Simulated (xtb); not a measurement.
Job for xtb: GFN2-xTB on TiF+, 2S+1 = 3, a spin state set in the input, which need not be the lowest, a point of a bond scan (R = 1.791 Å). Charge +1.

```
$ xtb mol.xyz --gfn 2 --sp --chrg 1 --uhf 2
2

Ti     0.00000000     0.00000000     0.00000000
F      0.00000000     0.00000000     1.79147400
```

Output:

```
[...]
           -------------------------------------------------
          |                Calculation Setup                |
           -------------------------------------------------



           -------------------------------------------------
          |                 G F N 2 - x T B                 |
           -------------------------------------------------

        Reference                      10.1021/acs.jctc.8b01176
      * Hamiltonian:
        H0-scaling (s, p, d)           1.850000    2.230000    2.230000
        zeta-weighting                 0.500000
      * Dispersion:
        s8                             2.700000
        a1                             0.520000
        a2                             5.000000
        s9                             5.000000
      * Repulsion:
        kExp                           1.500000    1.000000
        rExp                           1.000000
      * Coulomb:
        alpha                          2.000000
        third order                    shell-resolved
        anisotropic                    true
        a3                             3.000000
        a5                             4.000000
        cn-shift                       1.200000
        cn-exp                         4.000000
        max-rad                        5.000000


          ...................................................
          :                      SETUP                      :
          :.................................................:
          :  # basis functions                  14          :
          :  # atomic orbitals                  13          :
          :  # shells                            5          :
          :  # electrons                        10          :
          :  max. iterations                   250          :
          :  Hamiltonian                  GFN2-xTB          :
          :  restarted?                      false          :
          :  GBSA solvation                  false          :
          :  PC potential                    false          :
          :  electronic temp.          300.0000000     K    :
          :  accuracy                    1.0000000          :
          :  -> integral cutoff          0.2500000E+02      :
          :  -> integral neglect         0.1000000E-07      :
          :  -> SCF convergence          0.1000000E-05 Eh   :
          :  -> wf. convergence          0.1000000E-03 e    :
          :  Broyden damping             0.4000000          :
          :  net charge                          1          :
          :  unpaired electrons                  2          :
          ...................................................

 iter      E             dE          RMSdq      gap      omega  full diag
   1     -5.6381771 -0.563818E+01  0.185E+01    0.00       0.0  T
   2     -5.7195032 -0.813261E-01  0.547E+00    0.00       1.0  T
   3     -5.7454776 -0.259744E-01  0.434E+00    0.00       1.0  T
   4     -5.7432711  0.220653E-02  0.119E+00    0.00       1.0  T
   5     -5.7458298 -0.255868E-02  0.489E-01    0.00       1.0  T
   6     -5.7458931 -0.632847E-04  0.135E-01    0.00       1.0  T
   7     -5.7458919  0.111317E-05  0.522E-02    0.00       1.4  T
   8     -5.7458944 -0.245892E-05  0.708E-03    0.00      10.0  T
   9     -5.7458944 -0.355765E-07  0.302E-03    0.00      23.4  T
  10     -5.7458944 -0.843350E-08  0.108E-03    0.00      65.2  T
  11     -5.7458945 -0.105915E-08  0.398E-04    0.00     177.8  T
  12     -5.7458945 -0.147238E-09  0.435E-06    0.00   16256.5  T

   *** convergence criteria satisfied after 12 iterations ***

         #    Occupation            Energy/Eh            Energy/eV
      -------------------------------------------------------------
         1        2.0000           -1.1110508             -30.2332
         2        2.0000           -0.8131825             -22.1278
         3        2.0000           -0.7736559             -21.0522
         4        2.0000           -0.7736559             -21.0522
         5        1.0000           -0.6833184             -18.5940
         6        0.5000           -0.5403767             -14.7044 (HOMO)
         7        0.5000           -0.5403767             -14.7044 (LUMO)
         8        0.0000           -0.5298857             -14.4189
         9        0.0000           -0.5298857             -14.4189
        10                         -0.4908969             -13.3580
        11                         -0.3555721              -9.6756
       ...                                ...                  ...
        13                          0.0871482               2.3714
      -------------------------------------------------------------
                  HL-Gap            0.0000000 Eh            0.0000 eV
             Fermi-level           -0.6344320 Eh          -17.2638 eV

 transition dipole moment (au) for excitation:           5           6
     X       Y       Z
   0.0000  -0.0000  -0.0000  total (au/Debye):    0.000   0.000
 dE (eV)             :    3.890
 oscillator strength :  0.23234E-30

 SCC (total)                   0 d,  0 h,  0 min,  0.003 sec
 SCC setup                      ...        0 min,  0.000 sec (  4.154%)
 Dispersion                     ...        0 min,  0.000 sec (  1.100%)
 classical contributions        ...        0 min,  0.000 sec (  1.086%)
 integral evaluation            ...        0 min,  0.000 sec ( 11.464%)
 iterations                     ...        0 min,  0.002 sec ( 52.898%)
 molecular gradient             ...        0 min,  0.000 sec ( 11.464%)
 printout                       ...        0 min,  0.001 sec ( 17.301%)

         :::::::::::::::::::::::::::::::::::::::::::::::::::::
         ::                     SUMMARY                     ::
         :::::::::::::::::::::::::::::::::::::::::::::::::::::
         :: total energy              -5.739321826942 Eh    ::
         :: gradient norm              0.019685530573 Eh/a0 ::
         :: HOMO-LUMO gap              0.000000000000 eV    ::
         ::.................................................::
         :: SCC energy                -5.745894450698 Eh    ::
         :: -> isotropic ES            0.118420081526 Eh    ::
         :: -> anisotropic ES          0.002209602288 Eh    ::
         :: -> anisotropic XC         -0.000632862716 Eh    ::
         :: -> dispersion             -0.000563128761 Eh    ::
         :: repulsion energy           0.006572623756 Eh    ::
         :: add. restraining           0.000000000000 Eh    ::
         :: total charge               1.000000000000 e     ::
         :::::::::::::::::::::::::::::::::::::::::::::::::::::

           -------------------------------------------------
          |                Property Printout                |
           -------------------------------------------------

    * Orbital Energies and Occupations

         #    Occupation            Energy/Eh            Energy/eV
      -------------------------------------------------------------
         1        2.0000           -1.1110508             -30.2332
         2        2.0000           -0.8131825             -22.1278
         3        2.0000           -0.7736559             -21.0522
         4        2.0000           -0.7736559             -21.0522
         5        1.0000           -0.6833184             -18.5940
         6        0.5000           -0.5403767             -14.7044 (HOMO)
         7        0.5000           -0.5403767             -14.7044 (LUMO)
         8        0.0000           -0.5298857             -14.4189
         9        0.0000           -0.5298857             -14.4189
        10                         -0.4908969             -13.3580
        11                         -0.3555721              -9.6756
        12                         -0.3555721              -9.6756
Note: The following floating-point exceptions are signalling: IEEE_DENORMAL
normal termination of xtb
        13                          0.0871482               2.3714
      -------------------------------------------------------------
                  HL-Gap            0.0000000 Eh            0.0000 eV
             Fermi-level           -0.6344320 Eh          -17.2638 eV

     #   Z          covCN         q      C6AA      α(0)
     1  22 Ti       0.663     1.126  1168.107   103.977
     2   9 F        0.663    -0.126    10.517     3.828

 Mol. C6AA /au·bohr⁶  :       1335.893685
 Mol. C8AA /au·bohr⁸  :     145818.541514
 Mol. α(0) /au        :        107.804906


Wiberg/Mayer (AO) data.
largest (>0.10) Wiberg bond orders for each atom

 ---------------------------------------------------------------------------
     #   Z sym  total        # sym  WBO       # sym  WBO       # sym  WBO
 ---------------------------------------------------------------------------
     1  22 Ti   1.291 --     2 F    1.291
     2   9 F    1.291 --     1 Ti   1.291
 ---------------------------------------------------------------------------

Topologies differ in total number of bonds
Writing topology from bond orders to xtbtopo.mol

molecular dipole:
                 x           y           z       tot (Debye)
 q only:        0.000       0.000      -0.426
   full:       -0.000       0.000      -0.815       2.072
molecular quadrupole (traceless):
                xx          xy          yy          xz          yz          zz
 q only:        0.721       0.000       0.721       0.000       0.000      -1.442
  q+dip:        1.094       0.000       1.094      -0.000      -0.000      -2.187
   full:        1.489       0.000       1.489       0.000      -0.000      -2.978


           -------------------------------------------------
          | TOTAL ENERGY               -5.739321826942 Eh   |
          | GRADIENT NORM               0.019685530573 Eh/α |
          | HOMO-LUMO GAP               0.000000000000 eV   |
           -------------------------------------------------

------------------------------------------------------------------------
------------------------------------------------------------------------
 total:
 SCF:
```

The run finished.

Cost: very roughly 0.06 core-seconds.
